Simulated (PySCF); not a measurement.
Zinc: a sound run and one with changed settings

Sound run: Zn+ [Ar] 3d10 4s1, Zn(2+) [Ar] 3d10. All numbers are calculated (PySCF 2.14, the non-relativistic Hamiltonian (point nucleus), in def2-SVP (5s3p2d1f, 31 functions)). The sound run starts from symmetry-adapted Hartree-Fock orbitals and uses a fine grid where one is needed.

Changed run: radial step 0.8 in ln r (0.13 in the sound run). This setting is unsound on purpose.

| species | method | sound run (hartree) | changed run (hartree) | converged |
| --- | --- | --- | --- | --- |
| Zn+ | UHF | -1777.28512 | -1777.28512 | yes |
| Zn+ | MN15 | -1779.06360 | -1780.25780 | yes |
| Zn+ | B3LYP | -1778.84891 | -1778.72231 | yes |
| Zn(2+) | UHF | -1776.68126 | -1776.68126 | yes |
| Zn(2+) | MN15 | -1778.42904 | -1779.61453 | yes |
| Zn(2+) | B3LYP | -1778.18757 | -1778.05710 | yes |

Ionisation energy of Zn+:

| method | sound run (eV) | changed run (eV) |
| --- | --- | --- |
| UHF | 16.432 | 16.432 |
| MN15 | 17.267 | 17.505 |
| B3LYP | 17.996 | 18.101 |

A coarse radial grid mis-integrates the density and the exchange-correlation energy, with errors of either sign; Hartree-Fock needs no grid.

For comparison, NIST gives 17.964 eV between the lowest levels.
